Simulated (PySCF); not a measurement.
SMILES Cc1ccsc1-c1ccsc1 (C9H8S2), singlet at its GFN2-xTB optimised geometry (Å):

```
19

C     -1.0660     1.9490    -0.0287
C     -1.4311     0.5012     0.0000
C     -2.7773     0.0606    -0.0052
C     -2.9057    -1.2890    -0.0100
S     -1.3818    -2.0769    -0.0150
C     -0.5443    -0.5474     0.0000
C      0.9000    -0.5474     0.0000
C      1.6712    -1.6409    -0.4963
C      3.0037    -1.4352    -0.4026
S      3.3749     0.0908     0.3012
C      1.7053     0.4553     0.4669
H     -0.1824     2.1126    -0.6425
H     -0.8588     2.3147     0.9777
H     -1.8912     2.5298    -0.4347
H     -3.6148     0.7361    -0.0085
H     -3.8021    -1.8763    -0.0148
H      1.2268    -2.5298    -0.9072
H      3.8021    -2.0831    -0.7048
H      1.4250     1.3766     0.9332
```

Method: PBE0/def2-SVP run with PySCF.

Map of the electron localisation function on the plane z = 1.0 Å:

```
|                               |
|                               |
|                               |
|                               |
|                               |
|                               |
|            .-:                |
|           :%@%=               |
|          .#@@@#               |
|          .%@@@#  =%+          |
|          .#@@@= -@@%.   .     |
|    .:.    :*#*  %@@@: .:--.   |
|    =*=:  .::.   @@@@:.-***=.  |
|    =*+=--=+=:   *@@#==*%@%*-  |
|    .-=++++**+:  -*++###%@@#=  |
|     .-+*+-=*#+:.+######%@@#=  |
|      -**=  =**=-*##=-*%@@%+:  |
|     .-*#-  :++-=**-  =###+-.  |
|     :=**=.:-=-.:==.  .-=-:    |
|    :=++*==##+:  ::. .:-:.     |
|   .++=--=#%%%=   ::::--.      |
|   .==:..-#@@%*.  .-----.      |
|    ..   -#%@%*.   .:::.       |
|         :+#%#+.               |
|         .-+*+-                |
|           ::.                 |
|                               |
|                               |
|                               |
|                               |
|                               |
```
Scale: ten equal steps from 0.000 (start of ' ') to 1.000 (end of '@'), in the order ' .:-=+*#%@'; x runs from -6.00 to 6.00, y from -6.00 (bottom) to 6.00 (top).
